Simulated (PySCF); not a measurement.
Species: CH9FGe3.
Numbering: `[F:1][CH2:2][GeH2:3][GeH2:4][GeH3:5]` (hydrogens: H6, H7 on C2; H8, H9 on Ge3; H10, H11 on Ge4; H12, H13, H14 on Ge5)

Cartesian coordinates in Å at the PBE0-D3(BJ)/def2-SVP level; atoms count from 1:
```
atom  x, y, z in Å
F1    -1.177    1.581    0.699
C2    -1.476    0.422    1.386
Ge3   -1.315   -1.118    0.155
Ge4    0.911   -1.063   -0.805
Ge5    1.748    1.212   -0.816
H6    -2.498    0.503    1.794
H7    -0.776    0.316    2.232
H8    -1.581   -2.412    0.954
H9    -2.388   -0.980   -0.942
H10    1.854   -1.963    0.020
H11    0.880   -1.616   -2.244
H12    3.173    1.241   -1.405
H13    0.841    2.108   -1.675
H14    1.804    1.760    0.620
```

The closed-shell ground state was solved at several levels (PySCF, density fitting, gas phase). Relativistic effects, spin–orbit coupling among them, are left out although an element past zinc is present.

```tsv
level	basis functions	HOMO (eV)	LUMO (eV)	gap (eV)	dipole (D)
PBE0/pcSseg-1	202	-7.84	-0.13	7.71	1.56
wB97X-D/def2-SVPD	229	-9.43	1.28	10.71	1.53
```

Task: Estimate the row for B3LYP/pcJ-1 (pcSseg-1 on Ge), a basis of 267 functions; the other rows only guide the guess.

Result: HOMO -7.61 eV, LUMO -0.34 eV, gap 7.27 eV, dipole 1.57 D.

Task: Over all these levels, which gives the widest orbital gap and which the narrowest?

Result: wB97X-D/def2-SVPD (range-separated hybrid) has the widest, 10.71 eV, and B3LYP/pcJ-1 (pcSseg-1 on Ge) (global hybrid, 20 % exact exchange) the narrowest, 7.27 eV. Functional and basis both differ between the two, so the spread mixes both effects.

Task: How far do the dipole and the HOMO energy spread over the levels?

Result: The dipole runs from 1.53 to 1.57 D (mean 1.55 D) and the HOMO from -9.43 to -7.61 eV.

One conformer stands for the species.
